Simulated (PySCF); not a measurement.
## H2OsO, triplet: structure and spectrum

Level of theory: UPBE0 in PySCF with Os def2-TZVP with ECP60, O def2-TZVP, H def2-TZVP; scalar-relativistic core potentials, no spin–orbit coupling; density-fitted integrals.

The structure is a minimum.

```json
{"Point group": "Cs", "Bond lengths": "Os–H 1.597 Å (×2), Os–O 1.680 Å", "Bond angles": "H–Os–H 89.2°, H–Os–O 108.1° (×2)", "Entropy at 298.15 K and 1 bar (electronic part: spin only)": "276.5 J/(mol K)", "Spin squared ⟨S²⟩": "2.013", "Highest occupied level (α)": "-6.90 eV", "Zero-point energy": "44.5 kJ/mol", "Heat capacity Cp at 298.15 K": "46.9 J/(mol K)", "Rotational symmetry number": "1", "Principal polarisabilities": "39.2, 39.6, 45.5 bohr³", "Enthalpy at 298.15 K above 0 K": "11.14 kJ/mol", "Principal quadrupole moments (Buckingham, traceless) about the centre of mass": "-1.92, 0.92, 0.99 D Å", "Atomisation energy without zero-point energy": "1125 kJ/mol", "Rotational constants": "3.679, 0.3785, 0.3744 cm⁻¹", "Dipole moment": "2.68 D", "Lowest empty level (β)": "-2.97 eV"}
```

Harmonic modes (masses in u: Os 191.961, O 15.995, H 1.008):
| symmetry | ω (cm⁻¹) | IR (km/mol) |
| --- | --- | --- |
| a' | 610 | 27.0 |
| a'' | 613 | 0.2 |
| a' | 677 | 4.4 |
| a' | 1018 | 116 |
| a'' | 2246 | 23.6 |
| a' | 2275 | 33.9 |

Charges (e):
| atom | Mulliken | Löwdin | polar tensor | spin (Mulliken) | Mayer order to Os1 |
| --- | --- | --- | --- | --- | --- |
| Os1 | 0.49 | 0.37 | 0.84 | 1.65 | – |
| O2 | -0.42 | -0.28 | -0.64 | 0.43 | 2.05 |
| H3,4 | -0.03 | -0.05 | -0.10 | -0.04 | 0.96 |

Mulliken populations on Os1 (electrons outside its core potential): s 2.81, p 6.31, d 6.35, f 0.05.

Outer orbital energies (eV). α occupied: -12.34, -12.21, -12.17, -10.78, -10.69, -7.89, -7.16, -6.90; empty: -2.37, -1.49, -1.21, 1.98. β occupied: -26.12, -11.83, -11.21, -11.17, -10.14, -9.84, -7.20; empty: -2.97, -2.93, -1.75, -0.86.

This need not be the most stable arrangement of these atoms. With open d or f shells other occupations or spin states may lie lower. Spin–orbit coupling, left out here, can matter for elements this heavy.

The final relaxation and frequency run took 45 s on 2 threads of a shared Arm Neoverse V1 host, with 83 basis functions and 14 gradients; the process peaked at 0.98 GiB. Launch command: `OMP_NUM_THREADS=2 python axn.py task.json out`.
